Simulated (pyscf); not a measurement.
H₂N–SiH₂–NH–SiH₂–NH–SiH(Cl)–Cl, singlet

Gas-phase minimum from PySCF at ωB97X-D3(BJ)/def2-SVP, one conformer. 

```xyz
17

N     -1.0409    -0.9819    -2.4244
Si    -1.8103    -0.4969    -0.9578
N     -1.4944     1.1156    -0.3513
Si    -0.1399     1.5394     0.6271
N      1.3642     0.8442     0.0193
Si     2.1449     1.1458    -1.4656
Cl     2.4844    -0.6132    -2.5018
Cl     0.9058     2.3505    -2.5766
H     -1.3381    -0.5932    -3.3133
H     -0.0460    -1.1840    -2.4388
H     -3.2790    -0.5957    -1.1870
H     -1.3237    -1.4083     0.1158
H     -1.9609     1.8876    -0.8195
H     -0.2238     0.9830     2.0069
H     -0.0639     3.0257     0.6738
H      1.8298     0.1967     0.6517
H      3.4673     1.7975    -1.3740
```
Charge 0, spin multiplicity 1.

Bond lengths (Å): N1–Si2 1.726, N1–H9 1.015, N1–H10 1.015, Si2–N3 1.751, Si2–H11 1.490, Si2–H12 1.490, N3–Si4 1.724, N3–H13 1.016, Si4–N5 1.765, Si4–H14 1.490, Si4–H15 1.489, N5–Si6 1.704, N5–H16 1.018, Si6–Cl7 2.070 (the first ones only). Bond angles (°): Si2–N1–H9 120.4, Si2–N1–H10 120.3, H9–N1–H10 110.5, N1–Si2–N3 118.2, N1–Si2–H11 106.9, N1–Si2–H12 107.1, N3–Si2–H11 107.0, N3–Si2–H12 104.8, H11–Si2–H12 113.1, Si2–N3–Si4 124.4, Si2–N3–H13 117.2, Si4–N3–H13 115.8, N3–Si4–N5 112.2, N3–Si4–H14 112.9 (the first ones only).

Properties at ωB97X-D3(BJ)/def2-SVP:

- Harmonic wavenumbers, unscaled: 15, 43, 67, 87, 104, 141, 158, 207, 231, 251, 293, 364, 400, 418, 472, 519, 537, 594, 620, 654, 724, 783, 839, 850, 855, 871, 922, 927, 932, 951, 964, 986, 990, 1192, 1201, 1562, 2257, 2263, 2266, 2270, 2326, 3616, 3627, 3642, 3709 cm⁻¹
- Zero-point energy: 68.2 kcal/mol
- Rotational symmetry number: 1
- Entropy of this conformer at 298 K and 1 atm, rigid rotor and harmonic oscillator, modes under 100 cm⁻¹ raised to 100: 464.1 J/(mol K)
- Dipole moment: 1.50 D

Single-point totals, which compare only within one level:

| level | total energy (hartree) |
|---|---|
| ωB97X-D3(BJ)/def2-TZVP | -1959.09924 |
| PBE/def2-TZVP | -1957.89551 |
| r²SCAN/def2-TZVP | -1958.71139 |
| B3LYP-D3(BJ)/def2-TZVP | -1959.07104 |
| PBE0-D3(BJ)/def2-TZVP | -1958.09543 |
| M06-2X/def2-TZVP | -1958.78813 |
| ωB97M-D3(BJ)/def2-TZVP | -1959.22286 |

The lowest mode is so soft that the shape along it may change with the basis. Soft torsions are taken as harmonic, which can shift the entropy by several J/(mol K).
